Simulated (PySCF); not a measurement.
**Scandium: a sound run and one with changed settings**

Sound run: Sc⁺ [Ar] 3d1 4s1, Sc²⁺ [Ar] 3d1. Calculation: PySCF 2.14, in pcseg-2 (6s4p3d2f1g, 56 functions); the non-relativistic Hamiltonian (point nucleus). In the sound run the correlated levels freeze [Ar]. The sound run starts from symmetry-adapted Hartree-Fock orbitals and uses a fine grid where one is needed.

Changed run: all electrons correlated in a basis built for the valence shell.

| species | method | sound run (hartree) | changed run (hartree) | converged |
| --- | --- | --- | --- | --- |
| Sc⁺ | MP2 | -759.53082 | -759.77603 | yes |
| Sc²⁺ | MP2 | n/a | -759.30966 | yes |

Ionisation energy of Sc⁺:

```csv
method,sound run (eV),changed run (eV)
UHF,12.164,12.164
MP2,12.244,12.691
SCS-MP2,12.190,12.569
```

A valence basis has no tight correlating functions, so it recovers only part of the core correlation, and not evenly between atom and ion.

For comparison, NIST gives 12.800 eV between the lowest levels.
